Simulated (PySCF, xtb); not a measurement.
C₃H₈Si₂, SMILES C=C1C[SiH2][SiH2]1.

Harmonic wavenumbers (cm⁻¹) from xtb with GFN2-xTB at its own minimum, in rising order: 32, 293, 301, 306, 396, 405, 434, 470, 512, 557, 616, 634, 670, 736, 755, 798, 813, 905, 929, 1077, 1145, 1200, 1417, 1462, 1694, 2175, 2194, 2199, 2207, 2956, 2980, 3046, 3090.

### Question
What does B3LYP-D3(BJ)/def2-SVP run with PySCF 2.14.0 give at its own minimum? (An estimate is asked for; the answer gives what the named calculation found.)

### Answer
88, 258, 315, 353, 414, 434, 499, 593, 619, 626, 658, 694, 711, 779, 831, 913, 939, 941, 943, 1074, 1121, 1174, 1402, 1424, 1691, 2196, 2208, 2217, 2223, 3016, 3091, 3107, 3203. Paired by order, the mean absolute difference is 50 cm⁻¹ and the zero-point energies are 56.3 and 58.3 kcal/mol.
